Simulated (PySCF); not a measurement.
CH₃Cl₄Nb, SMILES [CH3][Nb]([Cl])([Cl])([Cl])[Cl], multiplicity 1. Atoms are numbered in the order given.

```xyz
9

Nb     0.0725    -0.0141     0.0000
Cl    -1.0063     2.0157     0.0000
Cl     0.2782     0.0284     2.3229
Cl     0.2782     0.0284    -2.3229
Cl    -0.9679    -2.0536     0.0000
C      2.2297     0.0106     0.0000
H      2.4689     1.0912     0.0000
H      2.6416    -0.4489     0.9073
H      2.6416    -0.4489    -0.9073
```

Coordinates come from a B3LYP-D3(BJ)/def2-SVP optimisation. The multiplicity is an assumed one; no other spin state was optimised. The structure was generated by enumeration; whether it is a known compound was not checked. The def2 effective core potentials stand for the cores of Nb; spin–orbit coupling is left out.

These are PBE/def2-TZVP (PySCF) values and carry that method's errors.

ESP charges are fitted to the potential on shells at 1.4 to 2.0 van der Waals radii. Atomic charges (e):

| atom | ESP fit | Mulliken | Löwdin |
|---|---|---|---|
| Nb1 | 0.47 | 0.99 | (withheld) |
| Cl2 | -0.10 | -0.26 | (withheld) |
| Cl3 | -0.14 | -0.25 | (withheld) |
| Cl4 | -0.14 | -0.25 | (withheld) |
| Cl5 | -0.08 | -0.26 | (withheld) |
| C6 | -0.55 | -0.45 | (withheld) |
| H7 | 0.18 | 0.17 | (withheld) |
| H8 | 0.17 | 0.16 | (withheld) |
| H9 | 0.17 | 0.16 | (withheld) |

### Question
Some entries are withheld; supply them. (An estimate is asked for; the answer gives what the named calculation found.)

### Answer

- Nb1, Löwdin: -0.49
- Cl2, Löwdin: 0.15
- Cl3, Löwdin: 0.12
- Cl4, Löwdin: 0.12
- Cl5, Löwdin: 0.17
- C6, Löwdin: -0.47
- H7, Löwdin: 0.15
- H8, Löwdin: 0.13
- H9, Löwdin: 0.13
